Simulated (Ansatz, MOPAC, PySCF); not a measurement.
Molecule: HS2, charge 0, multiplicity 2. SMILES: [S]S
Geometry: optimised at B3LYP-D3(BJ)/def2-TZVP (Ansatz, an electronic-structure program).

Property: enthalpy of formation at 298 K, in kcal/mol. Conventions: no spin-orbit coupling; 6-31G* and kin with 6d, 5d where marked; PM7 with its own dispersion and hydrogen-bond terms; open shells spin-unrestricted; non-relativistic; dispersion terms only where a functional's name holds one; valence correlation only. CBS marks a two-point X^-3 extrapolation of the correlation energy; Hartree-Fock from the larger set. Ab initio and DFT rows: single points at B3LYP-D3(BJ) geometries (Ansatz), with unscaled harmonic terms from B3LYP/6-31G* at its own minima, enthalpies of formation by atomisation with measured atoms. Semi-empirical rows: MOPAC heats of formation at their own minima for 298 K.

Coupled cluster (Ansatz) is a level with limits of its own, used here on species with T1 under 0.025 (0.045 for open shells) and stable references: CCSD(T)/CBS(def2-TZVPPD,def2-QZVPPD).

Value to compare with, CCSD(T)/CBS(def2-TZVPPD,def2-QZVPPD) (Ansatz): 24.3 kcal/mol.

```
level                            program  enthalpy of formation at 298 K (kcal/mol)  difference
------------------------  --------------  -----------------------------------------  ----------
PM7                                MOPAC                                       20.5        -3.8
BLYP/6-31G*                       Ansatz                                       32.0         7.7
BP86/def2-SVP                      PySCF                                       19.8        -4.5
BP86/6-31G* (5d)                   PySCF                                       23.0        -1.3
B3LYP/6-31G*                      Ansatz                                       34.9        10.6
B3LYP/6-31+G*                     Ansatz                                       35.7        11.4
B3LYP/cc-pVDZ                     Ansatz                                       33.0         8.7
B3LYP-D3(BJ)/def2-TZVPD   Ansatz + dftd3                                       22.5        -1.8
B2PLYP-D3(BJ)/def2-TZVPD  Ansatz + dftd3                                       26.6         2.3
```

Among the 7 habitual levels, B3LYP/6-31+G* lies farthest from CCSD(T)/CBS(def2-TZVPPD,def2-QZVPPD) (Ansatz) (11.4 kcal/mol) and BP86/6-31G* (5d) nearest (-1.3); 4 of 7 lie above it, and their mean absolute difference is 6.9 kcal/mol, the median 7.7. One case shows no general order.

The levels are drawn from those run, B3LYP/6-31G* more often than the rest, none by its result; runs whose electronic state is in doubt are left out.
